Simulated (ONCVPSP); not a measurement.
## Al: one change to an ONCV potential, before and after

```json
{
  "Element": "Al (Z = 13)",
  "Generator": "ONCVPSP 4.0.1",
  "Type": "optimised norm-conserving Vanderbilt (ONCV)",
  "Functional": "PBE",
  "Relativity": "scalar-relativistic",
  "Frozen core": "[Ne]",
  "Valence charge": "3",
  "Reference configuration": "3s1.5 3p1.5",
  "Partial waves": "3s: rc 2.25 bohr, ncon 5, nbas 8, qcut 2.8 1/bohr, 1 projector; 3p: rc 2.05 bohr, ncon 3, nbas 7, qcut 4.1 1/bohr, 2 projectors, debl 2 Ha",
  "Local potential": "polynomial inside 1.45 bohr (lpopt 1, dvloc0 0 Ha)",
  "Core correction": "none"
}
```

All-electron outer shells of the reference configuration (PBE, scalar-relativistic, ld1.x):

```
shell  level (eV)  outermost node (bohr)  outermost maximum (bohr)
   2s     -109.10                   0.16                      0.50
   2p      -70.57                      –                      0.43
   3s       -8.18                   0.80                      2.09
   3p       -3.04                   0.82                      2.61
```

Change: p: rc 1.8.

Cutoffs: the cutoffs (Ha) at which the residual kinetic energy of the hardest occupied pseudo-wave falls to 1 and 0.1 mHa per electron; they do not see the model core or the augmentation charge, which bear on the density cutoff. Errors are all-electron minus pseudo energies relative to the spin-unpolarised reference configuration.

Task: How do hardness, ghosts and transferability respond?

Result: The potential gets neither clearly harder nor softer (10 Ha and 27 Ha → 10 Ha and 27 Ha); of the 4 tests that both files solve, the error grows in 0 and shrinks in 2 by more than 15 % and 0.3 meV (median size 1.8 → 1.4 meV); neither file shows a bound ghost.

```tsv
quantity	base	changed
cutoff, loose	10 Ha	10 Ha
cutoff, tight	27 Ha	27 Ha
loose cutoff by channel	s 10 Ha, p 2.2 Ha	s 10 Ha, p 2.1 Ha
bound ghosts	none	none
GHOST(+) flags under 300 eV	s at 33.6 eV	s at 33.6 eV
error for 3s2 3p1, meV [ΔE -2.55 eV]	+1.7	+1.5
error for 3s2 3p0, meV [ΔE 3.22 eV]	+1.9	+1.0
error for 3s1 3p0, meV [ΔE 22.44 eV]	+22	+20
error for 3s2 3p0.5, meV [ΔE -0.46 eV]	+1.7	+1.3
s: phases at 2.28 bohr within 0.05 rad from the reference energy up to (Ha; the scan ends near 5)	0.6	0.6
```

Changed file: The cutoffs count occupied waves only; projector 2 of the p channel, the hardest unoccupied one, needs 44 Ha at the loose tolerance.
